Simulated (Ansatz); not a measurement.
Reaction (formal hydrolysis of a Ti–Cl bond): `[OH][Ti]([OH])([F])[Cl]` + H₂O → `[OH][Ti]([OH])([OH])[F]` + HCl

Computed with Ansatz on PBE0-D4/def2-TZVP structures; ΔE is electronic, products minus reactants. CBS: MP2 limit from def2 TZ/QZ plus the TZ coupled-cluster correction, frozen cores. This one scheme is used for every species. DFT in def2-TZVPP. HSE06 is defined as in plane-wave codes. For Ti outer-core shells are correlated without core-valence functions, which leaves a few kJ/mol of doubt a bond. Scalar relativity is left out up to krypton. Each species was taken in one conformer, which may not be the lowest.

(1) Is it downhill or uphill in electronic energy at CCSD(T)/CBS, and by how much? (Best estimate.)

(2) What do these levels give: PBE0-D4, r2SCANh-D4, BHLYP-D4, HSE06, CCSD(T)/def2-SVP, CCSD/def2-TZVPP? (An estimate is asked.)

Largest T1 diagnostic among the species: 0.024, so the coupled-cluster value is less sure than usual.

## Answers

(1) Ansatz gave: Uphill: ΔE = +34.4 kJ/mol.

(2) Ansatz gave: PBE0-D4 35.6, r2SCANh-D4 35.2, BHLYP-D4 33.1, HSE06 34.9, CCSD(T)/def2-SVP 21.3, CCSD/def2-TZVPP 26.7 kJ/mol.

At CCSD(T), def2-SVP lies −13.1 kJ/mol from the extrapolated value and def2-TZVPP −3.9 kJ/mol. Leaving LDA and LC-ωPBE aside and taking each functional with its dispersion term where it has one, the values, not all of them listed here, spread over 10.6 kJ/mol, from CAM-B3LYP-D4 to PBE-QIDH.
